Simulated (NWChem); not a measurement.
Species: C₃H₄BFO; SMILES CC#CB(O)F

```xyz
10

C     -0.0297     3.0299    -0.0001
C     -0.0110     1.5724    -0.0015
C      0.0075     0.3576    -0.0005
B      0.0158    -1.1617    -0.0001
O      1.1854    -1.8511     0.0000
F     -1.1426    -1.8452     0.0000
H     -0.1147     3.4160     1.0231
H     -0.8810     3.4166    -0.5732
H      0.8887     3.4404    -0.4365
H      1.0267    -2.8082     0.0002
```
Atoms are numbered in this order, from 1.

Computed with NWChem. Geometry: optimised at B3LYP/6-31G* (spherical d). B3LYP is NWChem's, with the RPA form of VWN correlation.

For level PBE/def2-TZVP:

- highest occupied level (eV): -6.60
- orbital gap (eV): 5.07

Question: What are these values for level B3LYP/def2-TZVP?

Answer: The highest occupied level (eV) is -7.60 and the orbital gap (eV) is 6.78.
